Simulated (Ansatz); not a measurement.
System: CH3AlF2O (charge 0, singlet). 
Geometry from a B3LYP-D3(BJ)/def2-TZVP (Ansatz, a quantum-chemistry and plane-wave program) optimisation:
```xyz
8

C     -2.1849    -0.2097    -0.8194
O     -1.1438     0.3435    -0.0417
Al     0.4796     0.0618     0.1933
F      1.3230     0.9991     1.2412
F      1.2820    -1.1370    -0.5957
H     -2.5964     0.5595    -1.4766
H     -2.9817    -0.5639    -0.1617
H     -1.8420    -1.0468    -1.4341
```
Charge 0, spin multiplicity 1.

Parts of the frozen-core correlation energy in aug-cc-pV(Q+d)Z (Ansatz, hartree). Frozen orbitals: 9; correlated occupied orbitals by spin: 15 and 15; virtual: 523 and 523. No spin-orbit coupling. Non-relativistic.

```json
[
 {"term": "reference (HF)", "value": "-555.64846"},
 {"term": "MP2 opposite-spin", "value": "-0.82101"},
 {"term": "MP2 same-spin", "value": "-0.26312"},
 {"term": "CCSD correlation", "value": "-1.08687"},
 {"term": "(T)", "value": "-0.03762"},
 {"term": "T1 diagnostic", "value": "0.012"},
 {"term": "largest doubles amplitude", "value": "0.008"}
]
```
